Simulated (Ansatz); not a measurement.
C$_{3}$H$_{7}$GaO, relaxed with RKS PBE0-D4/def2-TZVP in the Gaussian-basis code of Ansatz from a PBE-D4/def2-SVP geometry. The force threshold is 0.005 eV/Å; the program also tests the step.

Charge 0, multiplicity 1. The bonds changed during the relaxation, so this is another structure than the one it started from.

Start:

```xyz
12

C     0.443    1.192   -0.910
C    -0.573    0.751   -0.142
C    -1.229   -0.590   -0.259
Ga    1.336   -2.174    1.897
O     1.995   -0.581    1.322
H     0.874    0.565   -1.709
H     0.870    2.198   -0.777
H    -0.970    1.421    0.644
H    -2.312   -0.486   -0.487
H    -1.178   -1.154    0.701
H    -0.767   -1.212   -1.051
H     1.512    0.071    0.771
```

```tsv
step	energy (eV)	largest force (eV/Å)	largest move (Å)
1	-57639.5855	0.743	0.000
2	-57639.6375	0.327	0.193
3	-57639.6420	0.388	0.099
4	-57639.6451	0.305	0.048
5	-57639.6459	0.195	0.023
6	-57639.6463	0.078	0.019
7	-57639.6465	0.034	0.019
8	-57639.6467	0.030	0.021
9	-57639.6469	0.052	0.034
10	-57639.6470	0.042	0.022
11	-57639.6470	0.039	0.039
12	-57639.6471	0.036	0.017
13 (rejected)	-57639.6470	0.039	0.044
14	-57639.6471	0.019	0.021
15	-57639.6472	0.013	0.017
16	-57639.6472	0.007	0.007
17	-57639.6472	0.006	0.003
18	-57639.6472	0.004	0.005
```

End:

```xyz
12

C     0.424    1.170   -0.919
C    -0.609    0.782   -0.181
C    -1.260   -0.555   -0.258
Ga    1.565   -2.298    1.741
O     2.003   -0.572    1.457
H     0.872    0.511   -1.657
H     0.852    2.160   -0.820
H    -1.025    1.479    0.544
H    -2.313   -0.461   -0.539
H    -1.247   -1.056    0.717
H    -0.767   -1.201   -0.987
H     1.507    0.041    0.902
```

Hardware: 4 threads of an Arm Neoverse V1 on a shared host. Wall time 78 s, peak host memory 0.62 GiB.
